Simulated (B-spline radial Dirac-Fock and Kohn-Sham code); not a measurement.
**Dipole and non-dipole photoemission parameters of Ag 4p1/2**

System: neutral silver in the configuration 1s2 2s2 2p6 3s2 3p6 3d10 4s2 4p6 4d10 5s1; threshold 63.70 eV (tabulated edge). The computed values come from an atomic code on a B-spline grid: Dirac-Hartree-Slater photoionisation with a Latter tail; cross sections with all multipoles, angular parameters from the dipole term and its interference with E2.

For linearly polarised light dσ/dΩ = σ/(4π) [1 + β P₂(cos θ) + (δ + γ cos²θ) sin θ cos φ], with θ from the polarisation vector and φ the angle between the beam and the projection of the electron momentum on the plane normal to the polarisation.

```csv
hν (eV),σ (kb),β,γ,δ
89.5,281,1.253,-0.072,0.001
100,193,0.669,0.304,-0.049
105,168,0.418,0.467,-0.070
128,119,-0.158,0.309,-0.053
156,106,0.026,-0.057,0.013
164,105,0.130,-0.079,0.022
167,104,0.170,-0.081,0.025
226,96.8,0.796,0.073,0.033
255,92.0,0.981,0.143,0.028
294,85.0,1.156,0.200,0.022
298,84.3,1.171,0.204,0.021
400,66.3,1.417,0.220,0.009
478,54.9,1.513,0.184,0.005
543,47.1,1.565,0.147,0.003
770,29.0,1.654,0.039,0.000
791,27.9,1.658,0.032,0.000
800,27.4,1.660,0.029,0.000
1486.9,9.52,1.679,-0.002,0.000
1760,6.90,1.666,0.039,0.001
2420,3.62,1.624,0.177,0.003
3360,?,?,?,?
5180,0.626,1.451,0.762,0.027
5300,0.591,1.445,0.783,0.028
6000,0.432,1.408,0.903,0.036
7390,0.250,1.341,1.111,0.053
7820,0.215,1.322,1.168,0.058
9251.7,0.136,1.263,1.338,0.076
13000,0.0518,1.135,1.687,0.123
15000,0.0340,1.078,1.832,0.148
```

Q: Give the values at 3360 eV.

A: σ = 1.76 kb, β = 1.561, γ = 0.392, δ = 0.010.
